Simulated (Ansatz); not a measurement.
Relaxation of `Sc1ccc(-c2ccc(-c3ccc(-c4ccc(S)cc4)cc3)cc2)cc1` with RKS PBE-D4/def2-SVP.

```sh
$ ansatz run in.yaml --threads 2 --pin off --events-out ev --progress --plain --max-ram 32768MiB --backend cuda --devices 0, --max-vram 18GiB
```

```yaml
crystal:
  periodic: [false, false, false]
  atoms:
    - {symbol: S, position_ang: [9.548770, -0.249420, -0.603880]}
    - {symbol: C, position_ang: [7.786540, -0.233750, -0.465140]}
    - {symbol: C, position_ang: [7.149010, -0.340560, 0.763270]}
    - {symbol: C, position_ang: [5.770030, -0.317920, 0.825730]}
    - {symbol: C, position_ang: [4.997160, -0.185970, -0.326710]}
    - {symbol: C, position_ang: [3.531270, -0.147210, -0.249290]}
    - {symbol: C, position_ang: [2.837380, -0.949970, 0.655090]}
    - {symbol: C, position_ang: [1.459830, -0.911090, 0.725300]}
    - {symbol: C, position_ang: [0.728050, -0.055630, -0.095520]}
    - {symbol: C, position_ang: [-0.737180, -0.001450, -0.008190]}
    - {symbol: C, position_ang: [-1.410000, 1.218640, -0.008370]}
    - {symbol: C, position_ang: [-2.786150, 1.264740, 0.085870]}
    - {symbol: C, position_ang: [-3.537610, 0.094000, 0.162650]}
    - {symbol: C, position_ang: [-5.003080, 0.142200, 0.239780]}
    - {symbol: C, position_ang: [-5.649580, 1.087990, 1.032530]}
    - {symbol: C, position_ang: [-7.027740, 1.130640, 1.108030]}
    - {symbol: C, position_ang: [-7.787730, 0.226370, 0.378640]}
    - {symbol: S, position_ang: [-9.555250, 0.236810, 0.436780]}
    - {symbol: C, position_ang: [-7.158400, -0.719610, -0.421780]}
    - {symbol: C, position_ang: [-5.781350, -0.760010, -0.484490]}
    - {symbol: C, position_ang: [-2.864420, -1.125910, 0.156690]}
    - {symbol: C, position_ang: [-1.487500, -1.171910, 0.082530]}
    - {symbol: C, position_ang: [1.419800, 0.747390, -0.999580]}
    - {symbol: C, position_ang: [2.796370, 0.697810, -1.079560]}
    - {symbol: C, position_ang: [5.654480, -0.084410, -1.553030]}
    - {symbol: C, position_ang: [7.031510, -0.108720, -1.625100]}
    - {symbol: H, position_ang: [9.790650, -0.382560, 0.699070]}
    - {symbol: H, position_ang: [7.728380, -0.439110, 1.670640]}
    - {symbol: H, position_ang: [5.287330, -0.381450, 1.789810]}
    - {symbol: H, position_ang: [3.381860, -1.626980, 1.297010]}
    - {symbol: H, position_ang: [0.941990, -1.535950, 1.439080]}
    - {symbol: H, position_ang: [-0.845900, 2.138830, -0.063320]}
    - {symbol: H, position_ang: [-3.291070, 2.219560, 0.079060]}
    - {symbol: H, position_ang: [-5.065910, 1.784430, 1.616450]}
    - {symbol: H, position_ang: [-7.512620, 1.863930, 1.737130]}
    - {symbol: H, position_ang: [-9.664740, 1.255400, 1.288710]}
    - {symbol: H, position_ang: [-7.755490, -1.416830, -0.990250]}
    - {symbol: H, position_ang: [-5.300100, -1.488300, -1.119970]}
    - {symbol: H, position_ang: [-3.428020, -2.044400, 0.232910]}
    - {symbol: H, position_ang: [-0.984430, -2.127960, 0.074520]}
    - {symbol: H, position_ang: [0.868140, 1.402590, -1.658210]}
    - {symbol: H, position_ang: [3.313670, 1.336230, -1.780850]}
    - {symbol: H, position_ang: [5.081290, -0.005910, -2.464760]}
    - {symbol: H, position_ang: [7.530770, -0.034550, -2.579310]}
basis:
  gaussian: {orbitals: def2-SVP, fitting: {mean_field: def2-universal-jkfit}}
hamiltonian: {xc: pbe, dispersion: d4}
scf: {lower_state_search: "off"}
output: {orbitals: {seedname: orbitals}}
relax: {f_tol: 0.03, max_steps: 70}
```

Hardware: 2 threads of AMD EPYC 7R13 on a shared host and a share (18 GiB) of an NVIDIA H100 80GB HBM3. Wall time 47 s.

Positions (Å) and forces (eV/Å) at steps 1, 2, 4, 5, 6, 7 of 11:

```xyz
44
step=1 energy=-46787.9295 eV
S     9.549   -0.249   -0.604    0.129    0.078   -0.854
C     7.787   -0.234   -0.465    1.000   -0.021    0.044
C     7.149   -0.341    0.763   -0.062   -0.052    0.218
C     5.770   -0.318    0.826   -0.025   -0.060    0.110
C     4.997   -0.186   -0.327   -0.556    0.010    0.016
C     3.531   -0.147   -0.249    0.542   -0.026   -0.039
C     2.837   -0.950    0.655    0.057   -0.084    0.094
C     1.460   -0.911    0.725   -0.051   -0.101    0.089
C     0.728   -0.056   -0.096   -0.558    0.023    0.028
C    -0.737   -0.001   -0.008    0.549   -0.035   -0.029
C    -1.410    1.219   -0.008    0.059    0.134   -0.028
C    -2.786    1.265    0.086   -0.047    0.141    0.016
C    -3.538    0.094    0.163   -0.551    0.025    0.031
C    -5.003    0.142    0.240    0.573   -0.034   -0.048
C    -5.650    1.088    1.033    0.028    0.112    0.034
C    -7.028    1.131    1.108    0.080    0.183    0.114
C    -7.788    0.226    0.379   -1.007    0.104    0.118
S    -9.555    0.237    0.437   -0.213   -0.642   -0.529
C    -7.158   -0.720   -0.422   -0.139   -0.146   -0.080
C    -5.781   -0.760   -0.484    0.033   -0.094   -0.005
C    -2.864   -1.126    0.157   -0.053   -0.123   -0.002
C    -1.488   -1.172    0.083    0.050   -0.152    0.021
C     1.420    0.747   -1.000   -0.058    0.122   -0.081
C     2.796    0.698   -1.080    0.051    0.063   -0.100
C     5.654   -0.084   -1.553   -0.048    0.054   -0.051
C     7.032   -0.109   -1.625    0.113    0.034   -0.187
H     9.791   -0.383    0.699    0.171   -0.079    0.750
H     7.728   -0.439    1.671    0.360   -0.045    0.602
H     5.287   -0.381    1.790   -0.344   -0.032    0.646
H     3.382   -1.627    1.297    0.386   -0.452    0.424
H     0.942   -1.536    1.439   -0.347   -0.409    0.467
H    -0.846    2.139   -0.063    0.385    0.601   -0.039
H    -3.291    2.220    0.079   -0.344    0.652   -0.013
H    -5.066    1.784    1.616    0.404    0.466    0.397
H    -7.513    1.864    1.737   -0.290    0.483    0.422
H    -9.665    1.255    1.289   -0.084    0.580    0.482
H    -7.755   -1.417   -0.990   -0.369   -0.504   -0.428
H    -5.300   -1.488   -1.120    0.330   -0.493   -0.443
H    -3.428   -2.044    0.233   -0.377   -0.619    0.047
H    -0.984   -2.128    0.075    0.351   -0.639   -0.005
H     0.868    1.403   -1.658   -0.375    0.449   -0.430
H     3.314    1.336   -1.781    0.346    0.433   -0.466
H     5.081   -0.006   -2.465   -0.407    0.049   -0.610
H     7.531   -0.035   -2.579    0.308    0.046   -0.701
44
step=2 energy=-46788.2923 eV
S     9.638   -0.257   -0.623    0.006    0.036   -0.339
C     7.872   -0.238   -0.466    0.321   -0.018    0.057
C     7.219   -0.353    0.771   -0.056    0.001    0.044
C     5.827   -0.330    0.832    0.038   -0.004    0.041
C     5.045   -0.185   -0.328   -0.206   -0.003   -0.002
C     3.569   -0.148   -0.253    0.197    0.000   -0.014
C     2.866   -0.963    0.654   -0.018   -0.034    0.038
C     1.476   -0.923    0.727    0.022   -0.049    0.014
C     0.733   -0.056   -0.094   -0.196    0.013    0.021
C    -0.742   -0.004   -0.007    0.196   -0.011   -0.014
C    -1.424    1.225   -0.014   -0.028    0.049   -0.016
C    -2.814    1.273    0.077    0.017    0.052    0.000
C    -3.576    0.092    0.160   -0.201    0.006    0.020
C    -5.051    0.141    0.241    0.212   -0.026   -0.025
C    -5.704    1.105    1.030   -0.035    0.037    0.015
C    -7.096    1.151    1.111    0.057    0.028    0.021
C    -7.874    0.231    0.390   -0.323    0.069    0.062
S    -9.647    0.231    0.438   -0.037   -0.258   -0.203
C    -7.236   -0.733   -0.408   -0.012   -0.032   -0.024
C    -5.845   -0.776   -0.473   -0.032   -0.023   -0.011
C    -2.892   -1.138    0.160    0.012   -0.039   -0.014
C    -1.502   -1.184    0.087   -0.021   -0.056    0.022
C     1.434    0.763   -0.998    0.019    0.049   -0.027
C     2.823    0.712   -1.081   -0.012    0.032   -0.025
C     5.715   -0.072   -1.562    0.030    0.004   -0.029
C     7.105   -0.101   -1.636    0.007    0.008   -0.053
H     9.902   -0.401    0.692    0.067   -0.036    0.296
H     7.801   -0.446    1.695    0.097   -0.025    0.162
H     5.335   -0.393    1.809   -0.087   -0.018    0.171
H     3.419   -1.653    1.300    0.106   -0.121    0.107
H     0.952   -1.562    1.447   -0.089   -0.109    0.122
H    -0.853    2.158   -0.074    0.100    0.157   -0.008
H    -3.325    2.241    0.061   -0.088    0.172   -0.006
H    -5.110    1.813    1.617    0.100    0.130    0.099
H    -7.579    1.900    1.748   -0.075    0.138    0.108
H    -9.772    1.274    1.286   -0.035    0.233    0.185
H    -7.837   -1.443   -0.986   -0.082   -0.151   -0.109
H    -5.361   -1.517   -1.118    0.079   -0.142   -0.110
H    -3.462   -2.069    0.239   -0.099   -0.166    0.018
H    -0.991   -2.153    0.083    0.090   -0.168   -0.002
H     0.875    1.438   -1.655   -0.093    0.112   -0.115
H     3.346    1.368   -1.785    0.090    0.117   -0.122
H     5.134    0.012   -2.486   -0.107    0.023   -0.162
H     7.606   -0.027   -2.607    0.067    0.023   -0.192
44
step=4 energy=-46788.3333 eV
S     9.683   -0.266   -0.639   -0.016    0.001    0.017
C     7.917   -0.241   -0.467   -0.002   -0.006    0.001
C     7.256   -0.384    0.772   -0.002    0.011   -0.008
C     5.859   -0.356    0.834   -0.001    0.016   -0.008
C     5.070   -0.178   -0.325   -0.003   -0.008    0.006
C     3.591   -0.140   -0.249    0.006   -0.001   -0.003
C     2.881   -0.978    0.641   -0.007    0.007    0.005
C     1.485   -0.941    0.713    0.006   -0.008   -0.018
C     0.735   -0.054   -0.093   -0.011    0.006    0.004
C    -0.744   -0.006   -0.009    0.014   -0.001   -0.001
C    -1.436    1.226   -0.031   -0.012   -0.005   -0.012
C    -2.831    1.273    0.056    0.009   -0.003    0.003
C    -3.598    0.089    0.154   -0.013    0.000    0.008
C    -5.076    0.139    0.238    0.007   -0.007    0.005
C    -5.735    1.131    0.999   -0.001   -0.011   -0.006
C    -7.130    1.179    1.086    0.000   -0.010   -0.003
C    -7.920    0.232    0.400   -0.001    0.000    0.003
S    -9.694    0.221    0.450    0.019    0.012    0.012
C    -7.276   -0.763   -0.368    0.001    0.012    0.003
C    -5.881   -0.807   -0.439   -0.001    0.018   -0.007
C    -2.905   -1.143    0.171    0.007    0.003   -0.020
C    -1.509   -1.189    0.097   -0.007    0.007    0.015
C     1.444    0.787   -0.980    0.007    0.003    0.012
C     2.840    0.740   -1.061   -0.006    0.000    0.002
C     5.747   -0.036   -1.558    0.003   -0.010    0.001
C     7.142   -0.070   -1.635    0.000   -0.001    0.009
H     9.963   -0.442    0.682   -0.003   -0.002   -0.015
H     7.839   -0.504    1.699   -0.007   -0.009   -0.013
H     5.367   -0.440    1.815    0.008   -0.011   -0.012
H     3.436   -1.687    1.275   -0.007    0.007   -0.011
H     0.959   -1.598    1.423    0.010    0.007   -0.008
H    -0.864    2.164   -0.100   -0.011   -0.010    0.003
H    -3.344    2.247    0.026    0.009   -0.011   -0.002
H    -5.137    1.864    1.563   -0.012   -0.002   -0.015
H    -7.610    1.955    1.703    0.006   -0.006   -0.015
H    -9.830    1.300    1.270    0.001   -0.010   -0.013
H    -7.876   -1.500   -0.924    0.011    0.000    0.017
H    -5.400   -1.574   -1.066   -0.011    0.000    0.018
H    -3.475   -2.081    0.260    0.010    0.010    0.006
H    -0.997   -2.164    0.103   -0.010    0.010   -0.001
H     0.885    1.478   -1.630    0.011   -0.010    0.006
H     3.364    1.416   -1.754   -0.008   -0.005    0.012
H     5.164    0.072   -2.486    0.009    0.010    0.012
H     7.639    0.027   -2.613   -0.009    0.007    0.012
44
step=5 energy=-46788.3380 eV
S     9.687   -0.271   -0.645    0.007   -0.008    0.077
C     7.922   -0.243   -0.467   -0.067    0.000   -0.020
C     7.261   -0.428    0.766    0.022    0.024   -0.022
C     5.863   -0.395    0.831   -0.026    0.024   -0.028
C     5.073   -0.172   -0.321    0.058   -0.014    0.006
C     3.595   -0.133   -0.245   -0.037    0.000    0.003
C     2.881   -0.993    0.623    0.017    0.016   -0.005
C     1.485   -0.956    0.694   -0.015   -0.006   -0.014
C     0.735   -0.051   -0.093    0.037    0.013   -0.002
C    -0.743   -0.005   -0.011   -0.031    0.002    0.002
C    -1.440    1.224   -0.052    0.010   -0.005   -0.007
C    -2.835    1.270    0.033   -0.008   -0.008    0.001
C    -3.602    0.087    0.150    0.028    0.000    0.003
C    -5.079    0.135    0.236   -0.069   -0.006    0.008
C    -5.739    1.160    0.954    0.027   -0.035   -0.014
C    -7.135    1.209    1.044   -0.040   -0.039   -0.005
C    -7.926    0.228    0.407    0.078   -0.011   -0.018
S    -9.699    0.213    0.462    0.002    0.065    0.053
C    -7.281   -0.800   -0.318   -0.017    0.040    0.013
C    -5.886   -0.843   -0.394    0.035    0.056    0.010
C    -2.904   -1.143    0.185   -0.009    0.004   -0.016
C    -1.509   -1.188    0.111    0.011    0.007    0.012
C     1.448    0.812   -0.957   -0.015   -0.003    0.010
C     2.844    0.768   -1.035    0.010   -0.003    0.004
C     5.751    0.012   -1.550   -0.021   -0.019    0.027
C     7.147   -0.025   -1.628    0.019   -0.013    0.026
H     9.971   -0.483    0.673   -0.016    0.006   -0.071
H     7.843   -0.582    1.689   -0.016   -0.010   -0.032
H     5.373   -0.511    1.810    0.011   -0.009   -0.033
H     3.435   -1.717    1.241   -0.017    0.016   -0.019
H     0.960   -1.631    1.388    0.016    0.019   -0.019
H    -0.871    2.164   -0.133   -0.018   -0.021    0.005
H    -3.348    2.244   -0.013    0.014   -0.023   -0.001
H    -5.144    1.921    1.484   -0.020   -0.029   -0.034
H    -7.613    2.013    1.628    0.012   -0.030   -0.035
H    -9.837    1.320    1.247    0.007   -0.058   -0.048
H    -7.879   -1.566   -0.839    0.010    0.025    0.039
H    -5.408   -1.638   -0.989   -0.010    0.023    0.034
H    -3.471   -2.082    0.290    0.016    0.021    0.005
H    -0.996   -2.163    0.130   -0.015    0.022   -0.002
H     0.892    1.519   -1.593    0.018   -0.025    0.017
H     3.369    1.463   -1.710   -0.016   -0.020    0.023
H     5.169    0.155   -2.474    0.017    0.008    0.033
H     7.641    0.103   -2.605   -0.004    0.006    0.038
44
step=6 energy=-46788.3416 eV
S     9.687   -0.272   -0.646    0.019   -0.008    0.074
C     7.923   -0.243   -0.467   -0.082   -0.002   -0.018
C     7.260   -0.467    0.759    0.033    0.014   -0.031
C     5.863   -0.432    0.825   -0.035    0.027   -0.036
C     5.074   -0.169   -0.320    0.070   -0.011    0.002
C     3.596   -0.128   -0.243   -0.042   -0.003    0.003
C     2.880   -1.006    0.606    0.024    0.023   -0.005
C     1.485   -0.968    0.677   -0.019   -0.004   -0.013
C     0.735   -0.048   -0.092    0.044    0.009   -0.007
C    -0.743   -0.003   -0.012   -0.035    0.005    0.005
C    -1.443    1.224   -0.068    0.014   -0.007   -0.012
C    -2.838    1.268    0.013   -0.013   -0.010    0.006
C    -3.603    0.086    0.149    0.033    0.000    0.004
C    -5.080    0.133    0.236   -0.093   -0.012    0.009
C    -5.742    1.184    0.915    0.040   -0.045   -0.019
C    -7.137    1.233    1.006   -0.059   -0.043   -0.022
C    -7.927    0.224    0.411    0.104   -0.017   -0.005
S    -9.699    0.205    0.472   -0.011    0.071    0.051
C    -7.280   -0.832   -0.273   -0.034    0.047    0.020
C    -5.885   -0.873   -0.353    0.052    0.073    0.013
C    -2.902   -1.142    0.200   -0.012    0.007   -0.021
C    -1.507   -1.185    0.125    0.012    0.007    0.011
C     1.451    0.831   -0.939   -0.018   -0.003    0.015
C     2.846    0.789   -1.015    0.016   -0.013    0.003
C     5.753    0.055   -1.542   -0.031   -0.019    0.039
C     7.148    0.016   -1.621    0.031   -0.005    0.032
H     9.970   -0.522    0.665   -0.016    0.008   -0.069
H     7.842   -0.657    1.676   -0.020    0.000   -0.044
H     5.373   -0.580    1.800    0.011   -0.005   -0.042
H     3.432   -1.744    1.210   -0.016    0.016   -0.019
H     0.960   -1.656    1.359    0.014    0.020   -0.019
H    -0.877    2.164   -0.161   -0.013   -0.018    0.005
H    -3.351    2.241   -0.048    0.011   -0.021   -0.001
H    -5.149    1.968    1.413   -0.024   -0.046   -0.040
H    -7.616    2.059    1.557    0.016   -0.052   -0.040
H    -9.838    1.338    1.221    0.008   -0.064   -0.050
H    -7.876   -1.622   -0.759    0.016    0.050    0.043
H    -5.408   -1.690   -0.917   -0.011    0.038    0.042
H    -3.466   -2.080    0.319    0.013    0.018    0.006
H    -0.994   -2.159    0.155   -0.011    0.018   -0.001
H     0.897    1.551   -1.563    0.014   -0.024    0.017
H     3.372    1.497   -1.675   -0.014   -0.021    0.023
H     5.171    0.231   -2.461    0.019    0.002    0.042
H     7.642    0.179   -2.593   -0.005   -0.004    0.049
44
step=7 energy=-46788.3446 eV
S     9.686   -0.268   -0.644    0.019   -0.008    0.049
C     7.922   -0.242   -0.468   -0.061    0.009   -0.005
C     7.258   -0.496    0.752    0.030    0.014   -0.029
C     5.861   -0.459    0.818   -0.031    0.002   -0.033
C     5.074   -0.167   -0.320    0.050   -0.003    0.000
C     3.596   -0.127   -0.243   -0.022    0.001    0.004
C     2.880   -1.013    0.595    0.015    0.010   -0.012
C     1.484   -0.975    0.666   -0.011    0.003   -0.004
C     0.735   -0.045   -0.092    0.023    0.006   -0.002
C    -0.742   -0.001   -0.012   -0.016    0.003   -0.003
C    -1.444    1.224   -0.080    0.008   -0.005    0.003
C    -2.839    1.267    0.002   -0.009   -0.008   -0.001
C    -3.602    0.086    0.150    0.016   -0.001   -0.004
C    -5.079    0.132    0.238   -0.072   -0.005   -0.003
C    -5.743    1.199    0.888    0.036   -0.033   -0.022
C    -7.138    1.247    0.979   -0.051   -0.048   -0.007
C    -7.926    0.218    0.416    0.080    0.010   -0.021
S    -9.698    0.198    0.480   -0.014    0.053    0.042
C    -7.278   -0.853   -0.241   -0.035    0.035    0.022
C    -5.883   -0.891   -0.324    0.048    0.041    0.033
C    -2.901   -1.140    0.212   -0.007    0.008    0.005
C    -1.505   -1.182    0.137    0.005    0.004    0.002
C     1.452    0.843   -0.928   -0.012   -0.008    0.006
C     2.847    0.801   -1.004    0.012   -0.008    0.009
C     5.754    0.086   -1.536   -0.027   -0.004    0.035
C     7.149    0.050   -1.614    0.030   -0.018    0.026
H     9.965   -0.556    0.659   -0.011    0.006   -0.049
H     7.839   -0.712    1.664   -0.016    0.003   -0.039
H     5.370   -0.635    1.788    0.010    0.005   -0.037
H     3.430   -1.760    1.188   -0.010    0.013   -0.010
H     0.959   -1.670    1.340    0.008    0.011   -0.012
H    -0.880    2.165   -0.180   -0.007   -0.008    0.000
H    -3.353    2.238   -0.070    0.006   -0.011    0.001
H    -5.152    1.999    1.362   -0.021   -0.045   -0.030
H    -7.619    2.087    1.507    0.013   -0.047   -0.034
H    -9.837    1.355    1.190    0.006   -0.053   -0.037
H    -7.873   -1.659   -0.701    0.019    0.048    0.033
H    -5.404   -1.724   -0.863   -0.011    0.043    0.026
H    -3.461   -2.078    0.344    0.006    0.009   -0.003
H    -0.993   -2.156    0.176   -0.005    0.009    0.000
H     0.900    1.569   -1.545    0.008   -0.013    0.011
H     3.373    1.517   -1.654   -0.009   -0.015    0.012
H     5.174    0.289   -2.450    0.016   -0.005    0.037
H     7.645    0.239   -2.580   -0.006   -0.003    0.042
```

Single mean-field runs in def2-SVP are fitted with def2-universal-jkfit.
